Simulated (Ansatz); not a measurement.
Wavefunction ladder for `[CH3][Zr]([F])([F])[F]`

```csv
atom,x (Å),y (Å),z (Å)
C1,0.772,-0.652,0.562
Zr2,-0.699,0.590,-0.509
F3,-1.714,-0.592,-1.594
F4,-1.760,1.436,0.820
F5,0.295,1.838,-1.538
H6,1.428,-1.179,-0.141
H7,0.274,-1.403,1.185
H8,1.404,-0.038,1.215
```

Total charge 0; spin multiplicity 1. Correlated methods include outer-core shells of Zr, which these sets cover unevenly. Zr: def2 effective core potential. The geometry is a stationary point of PBE0-D4/def2-TZVP. Frozen core, restricted reference, the Gaussian-basis code of Ansatz.

```tsv
basis	HF (Eh)	MP2 corr.	CCSD corr.	(T)	CCSD(T) total
def2-SVP	-384.44079	-0.95490	-0.97029	-0.02439	-385.43547
def2-TZVPP	-384.87894	-1.28155	-1.28787	-0.04625	-386.21306
def2-QZVPP	-384.89957	-1.41792	–	–	–
```
